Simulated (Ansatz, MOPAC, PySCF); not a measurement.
The molecule ZrSi, closed-shell singlet (lowest of 2S+1 = 1, 3, 5, 7 at CCSD(T)/def2-TZVPP on PBE0 minima; our sources give no spin for the ground state, which may be another). No spin–orbit coupling.

The constants come from a fifth-degree fit in 1/R (seven points, main isotopes). Runs in def2 and cc sets follow the lowest solution found near the PBE0 minimum. The singlet is held restricted. HF and MP2 rows in def2 and cc sets belong to the determinant that coupled cluster picked by its CCSD energy.

The values were computed with Ansatz (Gaussian basis) for Hartree–Fock, density functionals and correlated methods; MOPAC for PM6 (differences of heats of formation); PySCF for 3-21G rows, LANL2DZ rows, STO-3G rows. Values without a source in brackets are computed. In def2 rows elements past Kr take small-core potentials, without spin–orbit coupling.

| level | r_e (Å) | ω_e (cm⁻¹) | α_e (cm⁻¹) | ω_e x_e (cm⁻¹) | dipole (D) |
|---|---|---|---|---|---|
| PM6 | 2.271 | 475 | 0.00028 | 0.53 | - |
| HF/STO-3G | 2.262 | 641 | 0.00029 | 0.81 | 3.60 |
| HF/3-21G | 2.320 | 490 | 0.00036 | 0.99 | 5.51 |
| HF/def2-TZVPP | 2.296 | 487 | 0.00044 | 0.98 | - |
| HF/def2-QZVPP | 2.292 | 487 | 0.00044 | 0.99 | - |
| SVWN5/def2-TZVPP | 2.320 | 450 | 0.00053 | 1.2 | 3.23 |
| PBE/def2-TZVPP | 2.338 | 438 | 0.00053 | 1.2 | 3.50 |
| BP86/LANL2DZ | 2.368 | 442 | 0.00053 | 1.4 | 3.83 |
| r2SCAN/def2-TZVPP | 2.317 | 453 | 0.00051 | 1.1 | 3.86 |
| B97M-V/def2-TZVPP | 2.333 | 447 | 0.00050 | 1.1 | 3.75 |
| B3LYP/LANL2DZ | 2.361 | 449 | 0.00052 | 1.3 | 3.96 |
| B3LYP/def2-TZVPP | 2.331 | 444 | 0.00052 | 1.2 | 3.46 |
| PBE0/def2-TZVPP | 2.308 | 464 | 0.00049 | 1.1 | 3.96 |
| BHLYP/def2-TZVPP | 2.302 | 471 | 0.00048 | 1.1 | 3.89 |
| CAM-B3LYP/def2-TZVPP | 2.296 | 474 | 0.00048 | 1.1 | 3.83 |
| wB97X-V/def2-TZVPP | 2.278 | 492 | 0.00044 | 0.98 | 4.56 |
| wB97M-V/def2-TZVPP | 2.288 | 479 | 0.00047 | 1.00 | 3.74 |
| B2PLYP/def2-TZVPP | 2.373 | 404 | 0.00064 | 1.6 | - |
| MP2/def2-TZVPP | 2.389 | 403 | 0.00062 | 1.5 | - |
| MP2/def2-QZVPP | 2.376 | 408 | 0.00061 | 1.5 | - |
| MP2/CBS(def2-TZVPP, def2-QZVPP) | 2.369 | 411 | 0.00061 | 1.4 | - |
| SCS-MP2/def2-TZVPP | 2.385 | 407 | 0.00061 | 1.4 | - |
| SCS-MP2/def2-QZVPP | 2.372 | 412 | 0.00060 | 1.4 | - |
| CCSD/def2-TZVPP | 2.334 | 453 | 0.00050 | 1.1 | - |
| CCSD/def2-QZVPP | 2.319 | 459 | 0.00050 | 1.1 | - |
| CCSD(T)/def2-TZVPP | 2.367 | 421 | 0.00058 | 1.4 | - |
| CCSD(T)/def2-QZVPP | 2.351 | 428 | 0.00058 | 1.4 | - |
| CCSD(T)/CBS(def2-TZVPP, def2-QZVPP) | 2.343 | 432 | 0.00058 | 1.4 | - |

Correlated levels freeze the inner cores; with def2 sets outer-core shells near the valence are correlated too. CBS: X⁻³ extrapolation of the correlation energy, Hartree–Fock from the larger set. Rows in 3-21G, LANL2DZ, STO-3G carry no dispersion term and start afresh at each structure; the Pople sets are all-electron and without relativity. LANL2DZ brings its own core potentials from Na on. The state that PM6 reach isn't checked.

Doubts at one or more of the structures used: a restricted determinant that unrestricted orbitals would lower (HF/def2-TZVPP, HF/def2-QZVPP, B2PLYP/def2-TZVPP, MP2/def2-TZVPP, MP2/def2-QZVPP, MP2/CBS(def2-TZVPP, def2-QZVPP), SCS-MP2/def2-TZVPP, SCS-MP2/def2-QZVPP, CCSD/def2-TZVPP, CCSD/def2-QZVPP, CCSD(T)/def2-TZVPP, CCSD(T)/def2-QZVPP, CCSD(T)/CBS(def2-TZVPP, def2-QZVPP)).

Ansatz is a program for electronic structure.
